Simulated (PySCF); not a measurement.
C4H7F, SMILES CC/C=C\F. Atoms are numbered in the order given.

```xyz
12

C     -1.9543     0.8762    -0.4053
C     -0.7754    -0.0229    -0.7984
C     -0.1555    -0.7198     0.3784
C      1.1039    -0.5741     0.7854
F      1.9816     0.2222     0.1512
H     -2.4053     1.3483    -1.2924
H     -1.6300     1.6759     0.2792
H     -2.7439     0.3008     0.1057
H     -1.1277    -0.7825    -1.5200
H     -0.0054     0.5680    -1.3177
H     -0.7827    -1.3912     0.9741
H      1.5487    -1.0756     1.6496
```
Charge 0, spin multiplicity 1.

Geometry: B3LYP-D3(BJ)/def2-SVP. Other conformers were not sampled.

The numbers are results of PBE/pcSseg-1 (PySCF), not measurements.

GIAO shieldings, no solvent; atoms listed in one row are averaged. δ = σ(ref) − σ: ¹³C against TMS (σ = 182.0 ppm); ¹⁹F against CFCl3 (σ = 133.6 ppm); ¹H against TMS (σ = 31.49 ppm), references at their B3LYP-D3(BJ)/def2-TZVP geometries, non-relativistic.

Estimate the chemical shifts. (The exact figures need the calculation; the answer reports its results.)


```
nucleus       atoms  count  δ (ppm)
-------  ----------  -----  -------
¹³C              C4      1    158.2
¹³C              C3      1    120.5
¹³C              C2      1     23.8
¹³C              C1      1     19.4
¹⁹F              F5      1   -138.8
¹H              H12      1     7.01
¹H              H11      1     5.00
¹H              H10      1     2.97
¹H               H9      1     2.08
¹H       H6, H7, H8      3     1.33
```
